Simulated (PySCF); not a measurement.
## What binds NbO: the parts of the energy along the bond

State: ⁴Σ⁻, quartet, unpaired electrons σ ↑, δ ↑↑. ROHF-based CCSD(T) in PySCF 2.14 with Nb aug-cc-pVDZ-PP with ECP28, O aug-cc-pVDZ and Nb aug-cc-pVTZ-PP with ECP28, O aug-cc-pVTZ (frozen core orbitals: 5; scalar-relativistic core potentials). Correlation energies are extrapolated as n⁻³ (n = 2, 3), Hartree–Fock as (n+1)·exp(−9√n). All energies in eV from Nb (4d4 5s1) + O.

| R (Å) | HF/CBS | CCSD corr. | (T) | total |
| --- | --- | --- | --- | --- |
| 1.4903 | -2.472 | -3.244 | -0.4254 | -6.141 |
| 1.5580 | -3.202 | -3.361 | -0.4784 | -7.042 |
| 1.6258 | -3.514 | -3.470 | -0.5349 | -7.519 |
| 1.6935 | -3.512 | -3.574 | -0.5946 | -7.681 |
| 1.7612 | -3.278 | -3.675 | -0.6577 | -7.611 |
| 1.8459 | -2.760 | -3.797 | -0.7419 | -7.299 |
| 1.9306 | -2.080 | -3.918 | -0.8313 | -6.829 |

A fit to the total gives Re = 1.7035 Å, De = 7.683 eV, ωe = 975.4 cm⁻¹, Be = 0.4257 cm⁻¹ (masses 92.9064 and 15.9949 u).

**Question.** At R = 1.6935 Å the CCSD correlation energy is -0.310729 hartree in the smaller basis and -0.359963 in the larger. Extrapolate it.

**Answer.** (3³·E3 − 2³·E2)/(3³ − 2³) = -0.38069 hartree; the larger basis holds 94.6 % of it.

The T1 diagnostic is 0.045, large enough to doubt a single reference. Spin–orbit coupling, excitations beyond (T) and corrections to the Born–Oppenheimer picture are left out.
